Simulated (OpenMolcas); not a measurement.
**Sn: effect of the level shift or regulariser**

* Program: OpenMolcas 26.06
* Basis: ANO-R3 [8s7p5d3f2g1h]
* Scalar Hamiltonian: X2C, finite nucleus
* Active space: 2 electrons in 3 orbitals (5p)
* State averaging: 2S+1 = 3 even, 3 roots; 2S+1 = 1 even, 6 roots
* Spin-orbit coupling: state interaction with AMFI integrals over the reference wave functions, term energies averaged over their components

Methods on the same reference wave functions:
A. CASSCF
B. SS-CASPT2, IPEA 0.25 Eh, imaginary shift 0.1 Eh (closed shells correlated: 4d 5s)
C. SS-CASPT2, IPEA 0.25 Eh, imaginary shift 0.3 Eh (closed shells correlated: 4d 5s)

Energies in eV above 5s² 5p² ³P₀, the measured ground level; measured values from NIST Handbook of Basic Atomic Spectroscopic Data.

```tsv
Level	A	B	C	Measured
5s² 5p² ³P₀	0.0000	0.0000	0.0000	0.0000
5s² 5p² ³P₁	0.1666	0.1791	0.1788	0.2098
5s² 5p² ³P₂	0.3784	0.378	0.378	0.4250
5s² 5p² ¹D₂	1.2724	1.046	1.048	1.0679
5s² 5p² ¹S₀	2.6762	2.105	2.114	2.1279
```

Deviations, from unrounded energies. A percentage is the sum of absolute deviations over the sum of measured energies, with the sign that they share, or ± where signs differ.

```tsv
Against measurement	Levels	A	B	C
mean absolute deviation (cm-1)	4	1700	250	220
fine structure of the ground term (%)	2	-14.1	-12.2	-12.3
other terms of the ground configuration (%)	2	+23.6	-1.4	-1.0
```

C lies closest to measurement on these levels and A furthest from it. The largest miss of C in the table is 5s² 5p² ³P₂, by -380 cm-1. The ranking rests on the paired levels alone, and a cruder setting can come out closer through cancelling errors.

Between B and C the level of the table that moves most is 5s² 5p² ¹S₀, by 72 cm-1 (lowest in B, highest in C). Moves below CASPT2's spread within the term are not significant.

The mean deviations of B to C differ by less than CASPT2's widest spread within a term (78 cm-1), so their order carries little weight.

From A to B the spin-free energies of the other terms of 5s² 5p² shown, above ³P, scale by factors of 0.73 to 0.75.

The lowest spin-free term lies below A's lowest term by 0.539 hartree in B, 0.539 hartree in C.

Term energies are means over components that CASPT2 splits; among the terms shown or strongly mixed into the levels shown the widest spread is 78 cm-1 (5s² 5p² ¹D, B). With the s shell closed, the reference lacks s² → p² mixing. Measured partners are found by configuration, term and J. A level has none where our copy of the source lacks it or the pairing is in doubt (some pairs that miss far off the trend of their configuration count as doubtful), and it then counts in no deviation. Levels of configurations outside the active space are missing.
